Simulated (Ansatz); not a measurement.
```yaml
crystal:
  periodic: [false, false, false]
  atoms:
    - {symbol: C, position_ang: [0.934302, -0.872528, -1.313378]}
    - {symbol: Si, position_ang: [0.294217, -0.205207, 0.318209]}
    - {symbol: C, position_ang: [1.680716, -0.143376, 1.573083]}
    - {symbol: C, position_ang: [-1.115711, -1.266084, 0.935268]}
    - {symbol: C, position_ang: [-0.359929, 1.543372, 0.032178]}
    - {symbol: Ga, position_ang: [-1.548431, 1.597608, -1.484154]}
    - {symbol: F, position_ang: [-1.250125, 2.423689, -2.995879]}
    - {symbol: F, position_ang: [-3.067121, 0.727099, -1.559864]}
    - {symbol: H, position_ang: [1.397544, -1.853410, -1.176770]}
    - {symbol: H, position_ang: [1.685529, -0.210099, -1.752195]}
    - {symbol: H, position_ang: [0.131307, -1.000884, -2.047146]}
    - {symbol: H, position_ang: [2.070636, -1.145479, 1.771989]}
    - {symbol: H, position_ang: [2.510021, 0.473379, 1.217068]}
    - {symbol: H, position_ang: [1.334652, 0.274697, 2.521926]}
    - {symbol: H, position_ang: [-1.484052, -0.909447, 1.900993]}
    - {symbol: H, position_ang: [-1.956072, -1.257495, 0.235383]}
    - {symbol: H, position_ang: [-0.796165, -2.303637, 1.064191]}
    - {symbol: H, position_ang: [0.453450, 2.249035, -0.154518]}
    - {symbol: H, position_ang: [-0.914766, 1.878755, 0.913626]}
basis:
  gaussian: {orbitals: aug-pcseg-2}
hamiltonian: {xc: {name: SPW92}}
```

```sh
$ ansatz run in.yaml --threads 4 --pin off --events-out ev --progress --plain --max-ram 66560MiB --backend cuda --devices 0, --max-vram 37GiB
```

Shortened log:

```
Functional definition: SPW92
2659 factors; their error is unknown
mean field evaluation 1: about -69797.0211 eV, gradient 1.4e2 eV
mean field evaluation 2: about -69706.6503 eV, gradient 2.3e2 eV
mean field evaluation 4: about -69836.7008 eV, gradient 2.1e1 eV
mean field evaluation 8: about -69837.6102 eV, gradient 2.8e-1 eV
mean field evaluation 16: about -69837.5188 eV, gradient 2.9e-3 eV
mean field -69837.51884176 eV, -2566.4814798644 hartree, gradient 4.7e-5 eV, S^2 0.000000; 0 other end points of the search recorded, 0 dependent functions left out
reference -69837.51892846 eV, -2566.4814830505 hartree; 49, 49 occupied and 589, 589 virtual orbitals, 2659 factors
Total energy: -69837.51892846 eV, -2566.4814830505 hartree
```

Run time 8 s (4 threads of an AMD EPYC 7R13 on a shared host and a share of an NVIDIA H100 80 GB); peak host memory 1.2 GiB.
